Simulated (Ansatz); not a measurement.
Cost and result up the ladder for the cluster Sn4Cl4 (8 atoms). Total charge 0; singlet. Geometry: PBE0-D4/def2-SVP.

Cartesian coordinates in Å:
```
Sn -1.868 1.413 -0.853
Sn 2.566 -0.214 -0.878
Sn 0.075 -1.365 0.214
Sn -2.349 -0.583 1.342
Cl 2.816 0.912 1.248
Cl -1.230 1.843 1.618
Cl -0.644 -3.369 -0.914
Cl 0.633 1.364 -1.777
```

Ansatz on 4 threads of Intel Xeon on a shared host. Times are rough, and most runs start from the orbitals of an earlier one. PBE0-D4/def2-TZVP serves as the yardstick here, not as an exact answer. Differences are given only for rows in sets of like size (and for xTB, whose basis is part of the method), since another set adds its own error. Binding counts from free atoms at the same level (Sn triplet, Cl doublet; other spins of the atoms weren't run), without zero-point energy or a counterpoise term.

In the def2 sets Sn takes a core potential; there is no spin–orbit coupling. Correlated methods freeze 36 core orbitals; core or outer-core shells of Sn are correlated, in sets that lack core-valence functions. The rows differ in basis, and correlated rows in double-zeta sets carry the largest basis error. Another isomer (singlet) lies 0.48 eV lower at PBE0-D4/def2-TZVP; other spin states weren't run for this one.

Correlated methods converge slowly with the basis, most of all in double-zeta sets.

| level | functions | wall time | binding energy per atom (eV) | difference from PBE0-D4/def2-TZVP (eV) |
| --- | --- | --- | --- | --- |
| PBE-D4/def2-SVP | 176 | 4.8 s | 2.85 | – |
| PBE0-D4/def2-SVP | 176 | 13 s | 2.71 | – |
| BLYP-D4/def2-TZVP | 348 | 14 s | 2.73 | 0.02 |
| RPA@PBE/def2-SVP | 176 | 15 s | 2.04 | – |
| MP2/def2-SVP | 176 | 15 s | 2.39 | – |
| PBE-D4/def2-TZVP (with forces) | 348 | 16 s | 2.84 | 0.12 |
| r2SCAN-D4/def2-TZVP | 348 | 28 s | 2.74 | 0.02 |
| PBE0-D4/def2-TZVP | 348 | 45 s | 2.72 | 0.00 |
| B2PLYP/def2-TZVP | 348 | 59 s | 2.59 | -0.13 |
